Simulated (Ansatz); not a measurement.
`CC#COC=S` + `C[SiH3]` → `CC#C[SiH2]C` + `OC=S`  (formal exchange of groups at a C–O bond)

Gas-phase electronic energies from Ansatz, PBE0-D4/def2-TZVP geometries. CCSD(T)/CBS is the MP2 limit (def2-TZVPP, def2-QZVPP) plus CCSD(T) − MP2 in def2-TZVPP, frozen cores. This one scheme is used for every species. DFT in def2-TZVPP. One conformer a species, not always the lowest.

| level | ΔE (kJ/mol) | difference from CCSD(T)/CBS |
| --- | --- | --- |
| r2SCAN-D4 | -152.2 | 7.2 |
| PBE0-D4 | -147.4 | 12.0 |
| ωB97X-V | -147.7 | 11.7 |
| ωB97M-V | -152.9 | 6.5 |
| B2PLYP | -151.2 | 8.2 |
| PBE | -140.9 | 18.5 |
| r2SCAN | -151.9 | 7.5 |
| PBE0 | -146.5 | 12.9 |
| MP2/def2-TZVPP | -160.2 | -0.8 |
| SCS-MP2/def2-TZVPP | -156.3 | 3.1 |
| CCSD/def2-TZVPP | -154.8 | 4.6 |
| CCSD(T)/def2-TZVPP | -154.3 | 5.1 |
| HF/def2-QZVPP | -154.6 | 4.8 |
| SCS-MP2/def2-QZVPP | -159.6 | -0.2 |
| MP2/CBS(def2) | -165.3 | -5.9 |
| CCSD/CBS(def2) | -159.9 | -0.5 |
| CCSD(T)/CBS | -159.4 | 0 |

Largest T1 diagnostic among the species: 0.018.

From PBE to PBE0 (25 % exact exchange), in def2-TZVPP and without D4, ΔE moves by −5.6 kJ/mol.
